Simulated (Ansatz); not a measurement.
What each rung costs, and what it gives

Saddle point of AlSiH₅OF₂, closed shell (AlHF₂ ([F][AlH][F]) + SiH₄O ([OH][SiH3]) → AlSiH₃OF₂ ([F][Al]([F])[O][SiH3]) + H₂; bonds formed: H2–H5; dative contacts that become bonds: Al1–O6; bonds broken: Al1–H2, H5–O6), PBE0-D4/def2-TZVP structure:

| atom | x (Å) | y (Å) | z (Å) |
| --- | --- | --- | --- |
| Al1 | -1.6935 | 0.0498 | -0.1444 |
| H2 | -1.4945 | -1.5259 | 0.5221 |
| F3 | -2.2556 | 0.0329 | -1.6866 |
| F4 | -2.3224 | 1.1270 | 0.9235 |
| H5 | -0.4701 | -1.1293 | 0.3918 |
| O6 | 0.0986 | -0.1588 | -0.0046 |
| Si7 | 1.7013 | 0.3045 | 0.0005 |
| H8 | 2.4874 | -0.7352 | -0.7027 |
| H9 | 2.1605 | 0.4311 | 1.4032 |
| H10 | 1.7884 | 1.6038 | -0.7028 |

Barriers are electronic and count from the start structure reached by relaxing down the imaginary mode.

Ansatz 0.2.0; basis: as named in each row; cores frozen in the correlated methods. B3LYP uses VWN-RPA correlation. Extrapolation: Hartree–Fock as exp(−7.88 √X), correlation as X^−2.97.

Times are rough, for one single point on 4 threads of a shared host (Arm Neoverse V1).

The estimate by CCSD(T) at an estimated basis limit (MP2 extrapolated from triple and quadruple zeta, plus CCSD(T) − MP2 in triple zeta) is 0.852 eV.

```json
{"method": "HF", "basis": "STO-3G", "time (s)": "under 1", "barrier (eV)": "2.198", "method less estimate": "1.346"}
{"method": "PBE-D4", "basis": "STO-3G", "time (s)": "under 1", "barrier (eV)": "0.897", "method less estimate": "0.045"}
{"method": "SPW92", "basis": "def2-SVP", "time (s)": "under 1", "barrier (eV)": "0.592", "method less estimate": "-0.260"}
{"method": "B3LYP-D4", "basis": "6-31G", "time (s)": "under 1", "barrier (eV)": "1.246", "method less estimate": "0.394"}
{"method": "PBE-D4", "basis": "def2-SVP", "time (s)": "under 1", "barrier (eV)": "0.683", "method less estimate": "-0.168"}
{"method": "PBE0-D4", "basis": "def2-SVP", "time (s)": "1", "barrier (eV)": "0.829", "method less estimate": "-0.023"}
{"method": "SPW92", "basis": "def2-TZVPP", "time (s)": "1", "barrier (eV)": "0.528", "method less estimate": "-0.323"}
{"method": "PBE-D4", "basis": "def2-TZVPP", "time (s)": "2", "barrier (eV)": "0.615", "method less estimate": "-0.237"}
{"method": "BLYP-D4", "basis": "def2-TZVPP", "time (s)": "2", "barrier (eV)": "0.682", "method less estimate": "-0.170"}
{"method": "B3LYP-D4", "basis": "def2-TZVPP", "time (s)": "2", "barrier (eV)": "0.777", "method less estimate": "-0.074"}
{"method": "BHLYP-D4", "basis": "def2-TZVPP", "time (s)": "3", "barrier (eV)": "0.939", "method less estimate": "0.088"}
{"method": "CAM-B3LYP-D4", "basis": "def2-TZVPP", "time (s)": "3", "barrier (eV)": "0.822", "method less estimate": "-0.030"}
{"method": "PBE0-D4", "basis": "def2-TZVPP", "time (s)": "3", "barrier (eV)": "0.740", "method less estimate": "-0.111"}
{"method": "r2SCAN-D4", "basis": "def2-TZVPP", "time (s)": "4", "barrier (eV)": "0.671", "method less estimate": "-0.180"}
{"method": "r2SCAN0-D4", "basis": "def2-TZVPP", "time (s)": "4", "barrier (eV)": "0.774", "method less estimate": "-0.078"}
{"method": "CCSD(T)", "basis": "def2-SVP", "time (s)": "4", "barrier (eV)": "0.983", "method less estimate": "0.131"}
{"method": "wB97M-V", "basis": "def2-SVP", "time (s)": "5", "barrier (eV)": "0.928", "method less estimate": "0.077"}
{"method": "RPA on PBE", "basis": "def2-TZVPP", "time (s)": "5", "barrier (eV)": "0.844", "method less estimate": "-0.008"}
{"method": "B2PLYP", "basis": "def2-TZVPP", "time (s)": "5", "barrier (eV)": "0.784", "method less estimate": "-0.068"}
{"method": "PBE-QIDH", "basis": "def2-TZVPP", "time (s)": "6", "barrier (eV)": "0.804", "method less estimate": "-0.047"}
{"method": "wB97X-V", "basis": "def2-TZVPP", "time (s)": "7", "barrier (eV)": "0.863", "method less estimate": "0.011"}
{"method": "B97M-V", "basis": "def2-TZVPP", "time (s)": "8", "barrier (eV)": "0.817", "method less estimate": "-0.035"}
{"method": "wB97M-V", "basis": "def2-TZVPP", "time (s)": "8", "barrier (eV)": "0.869", "method less estimate": "0.017"}
{"method": "MP2", "basis": "def2-QZVPP", "time (s)": "26", "barrier (eV)": "0.772", "method less estimate": "-0.079"}
{"method": "CCSD(T)", "basis": "def2-TZVPP", "time (s)": "160", "barrier (eV)": "0.846", "method less estimate": "-0.006"}
```

All methods are single points on the PBE0-D4 structures.

T1 diagnostic: at most 0.013.

The step is the kind of ligand exchange by which a precursor binds to a hydroxyl group, or is hydrolysed, in atomic layer deposition of oxides.

Labels in which every atom is bracketed show which atoms are joined, not bond orders.
